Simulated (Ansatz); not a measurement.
Job for Ansatz (a first-principles code): R-PBE0/def2-TZVPPD on C4H8O (a complex). Files ending in .json are basis or fitting sets from the Basis Set Exchange.

Ansatz 0.2 input:
```yaml
crystal:
  periodic: [false, false, false]
  atoms:
    - {symbol: O, position_ang: [0.01108668, -0.48708049, -0.14963057]}
    - {symbol: H, position_ang: [-0.72461800, -0.57597182, 0.46702976]}
    - {symbol: H, position_ang: [0.73591533, -0.17960363, 0.40665172]}
    - {symbol: C, position_ang: [-1.69383132, -0.65974800, 3.13185021]}
    - {symbol: C, position_ang: [-0.73194702, 0.25647584, 3.00174626]}
    - {symbol: C, position_ang: [0.68848169, -0.04060745, 3.07234231]}
    - {symbol: C, position_ang: [1.65096097, 0.86446566, 2.88240259]}
    - {symbol: H, position_ang: [-1.45816214, -1.70191412, 3.31383859]}
    - {symbol: H, position_ang: [-2.74093627, -0.39665518, 3.06807779]}
    - {symbol: H, position_ang: [-1.00022610, 1.29310728, 2.81864523]}
    - {symbol: H, position_ang: [0.95650522, -1.07233414, 3.28164306]}
    - {symbol: H, position_ang: [2.69815995, 0.60022856, 2.93952647]}
    - {symbol: H, position_ang: [1.41552120, 1.90109330, 2.67087578]}
basis:
  gaussian:
    orbitals: def2-TZVPPD.json
hamiltonian:
  xc: {name: PBE0}
scf: {lower_state_search: off}
```

The log:

```
WARN ansatz: RAYON_NUM_THREADS=1 ignored (pool sized by the plan → 1); use --threads N
Functional definition: PBE0
these checks for a lower state are left out or cut short: stability, starts, cluster_reference, orbital_swaps, neighbouring_geometries, increment
integrals: 0.25 GiB planned
1352 factors; their error is unknown
mean field: 1.61 GiB planned
mean field evaluation 1: about -6308.4906 eV, gradient 7.4e1 eV
mean field evaluation 2: about -6301.8185 eV, gradient 9.4e1 eV
mean field evaluation 4: about -6319.4796 eV, gradient 3.6e0 eV
mean field evaluation 8: about -6319.5065 eV, gradient 6.5e-1 eV
mean field evaluation 16: about -6319.5071 eV, gradient 2.1e-5 eV
mean field -6319.50708618 eV, -232.2376019015 hartree, gradient 2.3e-6 eV, S^2 0.000000; 0 other end points of the search recorded, 0 dependent functions left out
reference -6319.50712780 eV, -232.2376034309 hartree; 20, 20 occupied and 304, 304 virtual orbitals, 1352 factors
Total energy: -6319.50712780 eV, -232.2376034309 hartree
Checks for a lower state left out: stability, starts, cluster_reference, orbital_swaps, neighbouring_geometries, increment
```

The calculation finished and met its thresholds.

Cost: around 6 core-seconds (rough).
